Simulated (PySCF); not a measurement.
Mapped SMILES: `[SiH3:1][CH2:2][P:3]1[CH2:4][CH2:5][O:6][CH2:7][CH2:8]1`. Each H is labelled by its parent atom.

[PySCF: GFN2-xTB geometry; GIAO PBE0/pcSseg-1 shieldings; equivalent nuclei averaged; one computed conformer; non-relativistic Hamiltonian; isolated molecule]

Problem. Predict the 2D correlation tables (HSQC, COSY, HMBC).

Solution. 

HSQC (one-bond C–H):
| δH | δC |
| --- | --- |
| 3.96 (H(C5)/H(C7)) | 70.6 (C5/C7) |
| 1.52 (H(C4)/H(C8)) | 36.1 (C4/C8) |
| 0.78 (H(C2)) | 14.3 (C2) |

COSY cross peaks (H two or three bonds apart, from the bond graph; peaks can be absent where the dihedral angle is near 90°):
| δH | δH |
| --- | --- |
| 3.96 (H(C5)/H(C7)) | 1.52 (H(C4)/H(C8)) |
| 3.90 (H(Si1)) | 0.78 (H(C2)) |

HMBC (two and three bonds, from the bond graph):
| δH | δC |
| --- | --- |
| 3.96 (H(C5)/H(C7)) | 70.6 (C5/C7), 36.1 (C4/C8) |
| 3.90 (H(Si1)) | 14.3 (C2) |
| 1.52 (H(C4)/H(C8)) | 70.6 (C5/C7), 36.1 (C4/C8), 14.3 (C2) |
| 0.78 (H(C2)) | 36.1 (C4/C8) |

Shifts are taken against calculated references (same method and geometry level): ¹H and ¹³C vs TMS.

Short H···H contacts in this conformer between protons four or more bonds apart (candidates for NOE cross peaks, intensity ∝ r⁻⁶): H(C2)···H(C4) 2.40 Å, H(Si1)···H(C8) 2.70 Å.

Shifts are as computed. Against solution values, carbons near 30 ppm lie about +3 ppm off and those near 130 ppm about +5 ppm. Of 1211 compounds with measured shifts, 218 miss one by over three times the rms of a fit or turn the order of signals round; such compounds aren't used in these exercises.
